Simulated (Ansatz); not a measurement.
Computed with Ansatz on PBE0-D4/def2-TZVP structures; ΔE is electronic, products minus reactants. CCSD(T)/CBS is the MP2 limit (def2-TZVPP, def2-QZVPP) plus CCSD(T) − MP2 in def2-TZVPP, frozen cores. Functionals use def2-TZVPP. B3LYP here is the variant with VWN-RPA as its local correlation; programs differ in this. For Br outer-core shells are correlated without core-valence functions, which leaves a few kJ/mol of doubt a bond. Scalar relativity is left out up to krypton. One conformer a species, not always the lowest.

`CO[SiH2]Br` → HBr + `CO[SiH]`  (silylene formation by 1,1-elimination)

| level | ΔE (kcal/mol) |
| --- | --- |
| r2SCAN-D4 | 71.8 |
| B3LYP | 63.0 |

What does CCSD(T)/CBS give? (An estimate is asked.)

Computed: +68.8 kcal/mol. The listed levels differ from it by 3.0, -5.8 kcal/mol.

Largest T1 diagnostic among the species: 0.015.

From PBE to PBE0 (25 % exact exchange), in def2-TZVPP and without D4, ΔE moves by +4.5 kcal/mol. At CCSD(T), def2-SVP lies −6.8 kcal/mol from the extrapolated value and def2-TZVPP −2.7 kcal/mol. The D4 term adds +2.8 kcal/mol with B3LYP and +1.5 kcal/mol with PBE0; it sums over pairs of atoms, weighted by their polarisabilities, and B3LYP, whose exchange is more repulsive, gets the larger term.

CCSD(T)/CBS has its own doubt, a few kJ/mol and more with outer-core shells, so smaller differences from it don't rank the levels.
